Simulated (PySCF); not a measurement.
## Br⁻ (bromine, charge -1) across methods

[Kr], closed-shell 1S. All numbers are calculated (PySCF 2.14, scalar relativity through the core potential, in aug-cc-pVTZ-PP with ECP10MDF (6s5p4d2f, 55 functions)).

| method | E (hartree) | mean ε 3d (eV) | mean ε 4s (eV) | mean ε 4p (eV) | Σ⟨r²⟩ (bohr²) | ⟨S²⟩ |
| --- | --- | --- | --- | --- | --- | --- |
| r2SCAN | -416.8132 | -59.544 | -12.250 | -0.088 | 53.02 | 0.000 |
| LDA | -416.3562 | -59.000 | -11.832 | 0.002 | 54.23 | 0.000 |
| M06-2X | -417.1140 | -69.205 | -15.530 | -2.119 | 53.26 | 0.000 |
| PBE0 | -416.9055 | -63.726 | -13.711 | -0.986 | 53.21 | 0.000 |
| PW91 | -417.0737 | -59.217 | -11.641 | 0.110 | 54.16 | 0.000 |
| UHF | -415.57787 | -76.772 | -19.383 | -3.739 | 52.64 | 0.000 |
| M06-L | -416.9540 | -59.570 | -11.912 | 0.180 | 52.59 | 0.000 |
| PBE | -416.9306 | -59.136 | -11.580 | 0.141 | 54.26 | 0.000 |
| MN15 | -417.3810 | -66.959 | -14.310 | -1.681 | 54.80 | 0.000 |

Energies and moments cover only the electrons outside the core potential. The outer electron is barely bound at this level, so radii and moments hang on the diffuse functions.

The highest occupied level is positive at LDA, PW91, M06-L, PBE: only the finite basis holds that electron, which in a density functional comes from self-interaction.
